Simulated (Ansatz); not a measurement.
Ansatz (a quantum-chemistry and plane-wave program) input for Si(Cl)3(vinyl) (C2H3Cl3Si), SMILES C=C[Si](Cl)(Cl)Cl, PBE-D3(BJ)/def2-SVP. 

Ansatz 0.2 input:
```yaml
crystal:
  periodic: [false, false, false]
  atoms:
    - {symbol: C, position_ang: [-2.58627490, -1.08096740, -0.00000001]}
    - {symbol: C, position_ang: [-1.27706575, -1.37391923, -0.00000002]}
    - {symbol: Si, position_ang: [0.05347020, -0.09494063, 0.00000000]}
    - {symbol: Cl, position_ang: [-0.75964134, 1.79713362, 0.00000002]}
    - {symbol: Cl, position_ang: [1.25285916, -0.29876765, -1.66145557]}
    - {symbol: Cl, position_ang: [1.25285916, -0.29876770, 1.66145556]}
    - {symbol: H, position_ang: [-2.94381874, -0.04625029, -0.00000000]}
    - {symbol: H, position_ang: [-3.35098087, -1.86462108, -0.00000003]}
    - {symbol: H, position_ang: [-0.95704811, -2.42381053, -0.00000003]}
basis:
  gaussian:
    orbitals: def2-SVP
hamiltonian:
  xc: pbe
  dispersion: d3bj
relax: {f_tol: 0.002, max_steps: 200}
```

It prints:

```
WARN ansatz: RAYON_NUM_THREADS=1 ignored (pool sized by the plan → 1); use --threads N
Functional definition: PBE
integrals: 0.07 GiB planned
1271 factors; their error is unknown
mean field: 0.33 GiB planned
mean field evaluation 1: about -47527.3814 eV, gradient 4.9e1 eV
mean field evaluation 2: about -47514.3147 eV, gradient 8.2e1 eV
mean field evaluation 4: about -47533.8863 eV, gradient 1.0e1 eV
mean field evaluation 8: about -47534.1507 eV, gradient 3.1e-1 eV
mean field evaluation 16: about -47534.0636 eV, gradient 1.3e-3 eV
mean field -47534.06360450 eV, -1746.8446177198 hartree, gradient 7.4e-5 eV, S^2 0.000000; 0 other end points of the search recorded, 0 dependent functions left out
the calculation of the forces begins
reference -47534.06363653 eV, -1746.8446188968 hartree; 40, 40 occupied and 75, 75 virtual orbitals, 1271 factors
relax step   1: F+E_penalty+E_count = -47534.38835867 eV  Δ(F+E_penalty+E_count) = +0.000e0 eV  max|allowed force component| = 2.755e-1 eV/Å  Δτ_max = 0.0000 Å  (31 SCF iters, accepted)
these checks for a lower state are left out or cut short: starts, cluster_reference, orbital_swaps, neighbouring_geometries, increment
integrals: 0.07 GiB planned
1271 factors; their error is unknown
mean field: 0.33 GiB planned
mean field -47534.07218839 eV, -1746.8449331721 hartree, gradient 1.5e-5 eV, S^2 0.000000; 0 other end points of the search recorded, 0 dependent functions left out
the calculation of the forces begins
reference -47534.07222054 eV, -1746.8449343536 hartree; 40, 40 occupied and 75, 75 virtual orbitals, 1271 factors
relax step   2: F+E_penalty+E_count = -47534.39552738 eV  Δ(F+E_penalty+E_count) = -7.169e-3 eV  max|allowed force component| = 7.184e-2 eV/Å  Δτ_max = 0.0124 Å  (33 SCF iters, accepted)
these checks for a lower state are left out or cut short: starts, cluster_reference, orbital_swaps, neighbouring_geometries, increment
integrals: 0.07 GiB planned
1271 factors; their error is unknown
mean field: 0.33 GiB planned
mean field evaluation 32: about -47534.0729 eV, gradient 6.1e-5 eV
mean field -47534.07287674 eV, -1746.8449584683 hartree, gradient 1.5e-5 eV, S^2 0.000000; 0 other end points of the search recorded, 0 dependent functions left out
the calculation of the forces begins
reference -47534.07290891 eV, -1746.8449596507 hartree; 40, 40 occupied and 75, 75 virtual orbitals, 1271 factors
relax step   3: F+E_penalty+E_count = -47534.39597549 eV  Δ(F+E_penalty+E_count) = -4.481e-4 eV  max|allowed force component| = 2.556e-2 eV/Å  Δτ_max = 0.0057 Å  (33 SCF iters, accepted)
these checks for a lower state are left out or cut short: starts, cluster_reference, orbital_swaps, neighbouring_geometries, increment
integrals: 0.07 GiB planned
1271 factors; their error is unknown
mean field: 0.33 GiB planned
mean field -47534.07286887 eV, -1746.8449581790 hartree, gradient 2.2e-5 eV, S^2 0.000000; 0 other end points of the search recorded, 0 dependent functions left out
the calculation of the forces begins
reference -47534.07290104 eV, -1746.8449593613 hartree; 40, 40 occupied and 75, 75 virtual orbitals, 1271 factors
relax step   4: F+E_penalty+E_count = -47534.39600317 eV  Δ(F+E_penalty+E_count) = -2.768e-5 eV  max|allowed force component| = 1.044e-2 eV/Å  Δτ_max = 0.0014 Å  (23 SCF iters, accepted)
these checks for a lower state are left out or cut short: starts, cluster_reference, orbital_swaps, neighbouring_geometries, increment
integrals: 0.07 GiB planned
1271 factors; their error is unknown
mean field: 0.33 GiB planned
mean field -47534.07286417 eV, -1746.8449580065 hartree, gradient 7.8e-5 eV, S^2 0.000000; 0 other end points of the search recorded, 0 dependent functions left out
the calculation of the forces begins
reference -47534.07289634 eV, -1746.8449591887 hartree; 40, 40 occupied and 75, 75 virtual orbitals, 1271 factors
relax step   5: F+E_penalty+E_count = -47534.39600689 eV  Δ(F+E_penalty+E_count) = -3.720e-6 eV  max|allowed force component| = 1.395e-3 eV/Å  Δτ_max = 0.0005 Å  (20 SCF iters, accepted)
integrals: 0.07 GiB planned
1271 factors; their error is unknown
mean field: 0.33 GiB planned
mean field evaluation 64: about -47534.0729 eV, gradient 5.2e-3 eV
mean field -47534.07286417 eV, -1746.8449580065 hartree, gradient 7.8e-5 eV, S^2 0.000000; 1 other end points of the search recorded, 0 dependent functions left out
the calculation of the forces begins
reference -47534.07289634 eV, -1746.8449591887 hartree; 40, 40 occupied and 75, 75 virtual orbitals, 1271 factors
Total energy: -47534.39603906 eV, -1746.8568344646 hartree
Atom 0 at    -2.592300    -1.082568    -0.000000 Å, force    -0.000199    -0.000006    -0.000000 eV/Å
Atom 1 at    -1.277543    -1.375602    -0.000000 Å, force    -0.001395    -0.000538    -0.000000 eV/Å
Atom 2 at     0.058119    -0.090386    -0.000000 Å, force    -0.001178    -0.001205    -0.000000 eV/Å
Atom 3 at    -0.759793     1.809783     0.000000 Å, force     0.000146     0.000288    -0.000000 eV/Å
Atom 4 at     1.258734    -0.301401    -1.670321 Å, force     0.000302     0.000169    -0.000206 eV/Å
Atom 5 at     1.258734    -0.301401     1.670321 Å, force     0.000302     0.000169     0.000206 eV/Å
Atom 6 at    -2.950609    -0.039257    -0.000000 Å, force     0.000690    -0.000098     0.000000 eV/Å
Atom 7 at    -3.361973    -1.872894    -0.000000 Å, force    -0.000006     0.000380     0.000000 eV/Å
Atom 8 at    -0.949011    -2.431186    -0.000000 Å, force     0.001337     0.000842     0.000000 eV/Å
Dipole moment:    -0.349351    -0.255194    -0.000000 e Å
```

The calculation finished and met its thresholds.

Cost: roughly 18 core-seconds.
